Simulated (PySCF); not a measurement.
A species of formula C2H5F3OSi has this rotational fingerprint, computed with PySCF, PBE0-D3(BJ)/def2-SVP geometry optimisation, gas phase:

| Item | Value |
| --- | --- |
| Rotational constants | A = 4251, B = 1202, C = 1145 MHz |
| Dipole components | \|μa\| = 2.94 D, \|μb\| = 1.29 D, \|μc\| = 0.05 D |
| Inertial defect | -97.82 u·Å² |
| κ | -0.96 |

Problem. Which candidate fits, each taken in the one conformer that was computed?
A. `[F:1][C:2]([F:3])([F:4])[CH2:5][O:6][SiH3:7]` with C2–C5–O6–Si7 175°
B. `[OH:1][SiH2:2][CH2:3][C:4]([F:5])([F:6])[F:7]` with H–O1–Si2–C3 -46°, O1–Si2–C3–C4 63°
C. `[CH3:1][O:2][SiH2:3][C:4]([F:5])([F:6])[F:7]` with C1–O2–Si3–C4 176°

Solution. C. It is CO[SiH2]C(F)(F)F, a near-prolate asymmetric top. The candidates at the same level (rigid rotor, commonest isotopes):

| SMILES | A (MHz) | B (MHz) | C (MHz) | μa (D) | μb (D) | μc (D) | Δ (u·Å²) | point group | rotor |
| --- | --- | --- | --- | --- | --- | --- | --- | --- | --- |
| CO[SiH2]C(F)(F)F | 4251 | 1202 | 1145 | 2.94 | 1.29 | 0.05 | -97.82 | near Cs | near-prolate asymmetric top |
| FC(F)(F)CO[SiH3] | 5022 | 1019 | 1012 | 1.94 | 1.64 | 0.08 | -97.35 | near Cs | – |
| O[SiH2]CC(F)(F)F | 3955 | 1344 | 1248 | 0.01 | 0.81 | 0.71 | -99.01 | C1 | near-prolate asymmetric top |

`O[SiH2]CC(F)(F)F` has B 12 % too high; `FC(F)(F)CO[SiH3]` has A 18 % too high. No structure here is proved a minimum.
